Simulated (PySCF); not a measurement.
C₆ coefficients of unlike pairs at wB97M-V

Calculated with PySCF 2.14 from the dipole response of each species, C₆(A,B) = (3/π) ∫ α_A(iu) α_B(iu) du, in atomic units, from isotropic polarisabilities. For ions this is the dispersion term alone; charge-induced terms of lower order in 1/R come first.

```json
{"species": "Br³⁺", "configuration": "[Ar] 3d10 4s2 4p2 (3P)", "basis": "def2-TZVPPD (7s6p5d1f)", "relativity": "none", "α (bohr³)": "6.241", "C₆ (like pair)": "22.91"}
{"species": "Mo", "configuration": "[Kr] 4d5 5s1 (7S)", "basis": "def2-TZVPPD with the def2 core potential (28 electrons) (6s4p3d2f1g)", "relativity": "core potential", "α (bohr³)": "83.97", "C₆ (like pair)": "805.9"}
{"species": "Sb", "configuration": "[Kr] 4d10 5s2 5p3 (4S)", "basis": "aug-cc-pVTZ-PP with ECP28MDF (6s5p4d2f)", "relativity": "core potential", "α (bohr³)": "45.05", "C₆ (like pair)": "476.3"}
{"species": "Ti", "configuration": "[Ar] 3d2 4s2 (3F)", "basis": "aug-cc-pVTZ (8s7p5d3f2g)", "relativity": "none", "α (bohr³)": "101.2", "C₆ (like pair)": "1130"}
```

Task: Estimate C₆ for Mo with Br³⁺.

Result: The integral gives 111.6. The combination rule 2 C_A C_B / (C_A α_B/α_A + C_B α_A/α_B) gives 100.3 and the geometric mean 135.9.

No spin-orbit coupling is included.

The other pairs:

```
    pair     C₆
  Ti, Mo  949.8
  Sb, Mo  594.1
Ti, Br³⁺  123.9
Sb, Br³⁺  96.49
  Ti, Sb  690.8
```
